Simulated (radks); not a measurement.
The nuclear charge of neutral cerium is varied continuously with 58 electrons held in [Xe] 4f1 5d1 6s2. Method: Dirac Kohn-Sham, BLYP, spin-unpolarised, spherical densities, finite nucleus; open shells fill j = l - 1/2 first; Fermi nuclear charge, rms radius 4.8771 fm; computed with a radial shooting solver on a logarithmic mesh with Libxc functionals. By the Hellmann-Feynman theorem dE/dZ = E(electron-nucleus)/Z, the electronic potential at the nucleus (averaged over a nucleus of fixed radius).

Z     E (hartree)  E(electron-nucleus)/Z (hartree)   HOMO  e(HOMO) (eV)  <r> HOMO (bohr)
57.8   -8791.2478                         -370.458  5d3/2        -1.600            3.124
57.9   -8828.3395                         -371.376  5d3/2        -2.261            3.020
58     -8865.5230                         -372.294  5d3/2        -2.956            2.931
58.1   -8902.7982                         -373.211  5d3/2        -3.683            2.851
58.2   -8940.1652                         -374.128  5d3/2        -4.440            2.780
58.3   -8977.6239                         -375.045  5d3/2        -5.225            2.716
58.4   -9015.1743                         -375.962  6s1/2        -5.899            4.034
58.5   -9052.8163                         -376.879  6s1/2        -6.525            3.965
58.6   -9090.5501                         -377.797  6s1/2        -7.168            3.900
58.7   -9128.3757                         -378.714  6s1/2        -7.827            3.837
58.8   -9166.2929                         -379.631  6s1/2        -8.501            3.778
58.9   -9204.3020                         -380.549  6s1/2        -9.190            3.722
59     -9242.4028                         -381.467  6s1/2        -9.895            3.668

The central difference of E at Z = 58 is -372.294 hartree, to compare with the third column; the second derivative is -9.17 hartree.
